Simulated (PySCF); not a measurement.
C7H10B (charge -1).
Numbering: `[CH3:1][CH2:2][c:3]1[cH:4][cH:5][bH-:6][cH:7][cH:8]1` (hydrogens: H9, H10, H11 on C1; H12, H13 on C2; H14 on C4; H15 on C5; H16 on B6; H17 on C7; H18 on C8)

Geometry (GFN2-xTB, Å), atoms numbered from 1 in this order:
```
atom  x, y, z in Å
C1    -2.4257   -0.2686   -0.7033
C2    -1.6459    0.3531    0.4613
C3    -0.1556    0.1883    0.2855
C4     0.4848   -0.9486    0.7774
C5     1.8383   -1.1638    0.6195
B6     2.6892   -0.1610   -0.1075
C7     1.9369    1.0343   -0.6204
C8     0.5789    1.1506   -0.4065
H9    -2.1294    0.2015   -1.6396
H10   -3.5050   -0.1478   -0.5766
H11   -2.1997   -1.3312   -0.7743
H12   -1.9724   -0.1241    1.3939
H13   -1.9050    1.4173    0.5265
H14   -0.1338   -1.6807    1.3094
H15    2.2259   -2.0932    1.0549
H16    3.8737   -0.3028   -0.2642
H17    2.4032    1.8582   -1.1748
H18    0.0327    2.0249   -0.7795
```

The closed-shell SCF was solved with PySCF and density fitting under several settings on one GFN2-xTB geometry (grid level 2 and gas phase unless stated).

| settings | basis functions | SCF cycles | E (Eh) | HOMO (eV) | LUMO (eV) |
| --- | --- | --- | --- | --- | --- |
| PBE0/pcSseg-1 | 186 | 14 | -297.2423 | -0.49 | 4.93 |
| HCTH407/def2-SVP, grid level 4, fitting basis def2-universal-jkfit | 162 | 11 | -297.4273 | 0.42 | 4.24 |
| wB97X/MINI, energy threshold 1e-07 Eh | 50 | 7 | -295.2238 | -4.14 | 6.49 |
| LDA/def2-SVP, IEF-PCM chloroform, fitting basis def2-qzvpp-jkfit | 162 | 11 | -294.6769 | -3.05 | 0.99 |
| PBE0/IGLO-II | 236 | 14 | -297.3494 | -0.51 | 4.86 |
| PBE0/cc-pVDZ, IEF-PCM chloroform | 162 | 14 | -297.3590 | -3.71 | 2.13 |

Task: Estimate the row for these settings: PBE0/3-21G.

Result: 
```tsv
settings	basis functions	SCF cycles	E (Eh)	HOMO (eV)	LUMO (eV)
PBE0/3-21G	92	14	-295.6468	-0.03	6.06
```

Task: Over all rows, what range does the HOMO–LUMO gap span?

Result: From 3.82 eV (HCTH407/def2-SVP, grid level 4, fitting basis def2-universal-jkfit) to 10.63 eV (wB97X/MINI, energy threshold 1e-07 Eh). The functional of the narrowest has no exact exchange, that of the widest range-separated exact exchange.

Task: Compare two rows with the functional PBE0: PBE0/IGLO-II and PBE0/3-21G. Which energy is lower, and by how much?

Result: PBE0/IGLO-II (236 functions) lies 1.7026 Eh or 1068 kcal/mol below PBE0/3-21G (92 functions).

Cycle counts include a coarse-grid stage where the run had one. The HOMO energy is positive at HCTH407/def2-SVP; such an orbital is held in place by the finite basis. Geometry: GFN2-xTB, one conformer.
